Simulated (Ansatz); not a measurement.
A run on `B[Si](O)(O)F` with other settings.

```yaml
crystal:
  periodic: [false, false, false]
  atoms:
    - {symbol: B, position_ang: [-0.435216, 0.357492, -1.532794]}
    - {symbol: Si, position_ang: [0.120045, 0.111776, 0.377612]}
    - {symbol: O, position_ang: [0.892299, -1.295766, 0.706443]}
    - {symbol: O, position_ang: [-1.163533, 0.176745, 1.373675]}
    - {symbol: F, position_ang: [1.140920, 1.309218, 0.693136]}
    - {symbol: H, position_ang: [-1.501153, 0.798840, -1.838423]}
    - {symbol: H, position_ang: [0.319085, 0.073559, -2.416566]}
    - {symbol: H, position_ang: [1.774755, -1.419022, 0.353724]}
    - {symbol: H, position_ang: [-1.058703, -0.159042, 2.266092]}
basis:
  gaussian: {orbitals: cc-pVTZ-DK}
hamiltonian: {xc: {name: PBE}, dispersion: d3bjatm}
output: {forces: true}
```

```sh
$ ansatz run in.yaml --threads 2 --pin off --events-out ev --progress --plain --max-ram 4352MiB
```

Output, abridged:

```
Functional definition: PBE
1202 factors; their error is unknown
mean field evaluation 1: about -15434.2574 eV, gradient 8.9e1 eV
mean field evaluation 2: about -15384.0355 eV, gradient 1.8e2 eV
mean field evaluation 4: about -15446.1776 eV, gradient 1.4e1 eV
mean field evaluation 8: about -15446.4430 eV, gradient 2.0e-1 eV
mean field evaluation 16: about -15446.3869 eV, gradient 6.0e-3 eV
mean field -15446.38690672 eV, -567.6442488848 hartree, gradient 5.7e-5 eV, S^2 0.000000; 0 other end points of the search recorded, 0 dependent functions left out
reference -15446.38694817 eV, -567.6442504081 hartree; 24, 24 occupied and 186, 186 virtual orbitals, 1202 factors
Total energy: -15446.54203762 eV, -567.6499498404 hartree
Relativity: scalar
Atom 0 at    -0.435216     0.357492    -1.532794 Å, force    -0.000259    -0.010454     0.066676 eV/Å
Atom 1 at     0.120045     0.111776     0.377612 Å, force    -0.251974    -0.052278    -0.732732 eV/Å
Atom 2 at     0.892299    -1.295766     0.706443 Å, force    -0.076395    -0.670256     0.350017 eV/Å
Atom 3 at    -1.163533     0.176745     1.373675 Å, force    -0.738653     0.195814     0.028930 eV/Å
Atom 4 at     1.140920     1.309218     0.693136 Å, force     0.604108     0.738013     0.164094 eV/Å
Atom 5 at    -1.501153     0.798840    -1.838423 Å, force    -0.110628     0.043444    -0.038029 eV/Å
Atom 6 at     0.319085     0.073559    -2.416566 Å, force     0.077105    -0.022653    -0.081952 eV/Å
Atom 7 at     1.774755    -1.419022     0.353724 Å, force     0.427552    -0.051490    -0.191377 eV/Å
Atom 8 at    -1.058703    -0.159042     2.266092 Å, force     0.069144    -0.170140     0.434375 eV/Å
Dipole moment:     0.162830    -0.232491    -0.010346 e Å
```

Hardware: 2 threads of an Arm Neoverse V2 on a shared host. Wall time 3 s, peak host memory 0.4 GiB.
